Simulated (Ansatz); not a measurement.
BF2 (SMILES F[B]F) moved off its minimum; all values from Ansatz (a program for electronic structure), cores frozen in correlated methods. Open shells are unrestricted.
(charge 0, multiplicity 2)
```xyz
3

F     -1.12702    -0.10901     0.06291
B     -0.12258     0.46989    -0.02655
F      1.17794    -0.12102     0.02861
```

Forces at B3LYP/def2-TZVPP (eV/Å):

```json
[
 {"atom": "F1", "Fx": "-8.242", "Fy": "-5.148", "Fz": "0.785"},
 {"atom": "B2", "Fx": "11.015", "Fy": "4.196", "Fz": "-0.707"},
 {"atom": "F3", "Fx": "-2.773", "Fy": "0.952", "Fz": "-0.078"}
]
```

Give the forces (eV/Å), the total energy and the dipole at CCSD(T)/aug-cc-pVTZ.


```
atom      Fx      Fy      Fz
----  ------  ------  ------
F1    -8.544  -5.350   0.815
B2    11.358   4.400  -0.738
F3    -2.814   0.950  -0.077
```
Energy -224.2828 hartree, dipole 1.29 D.
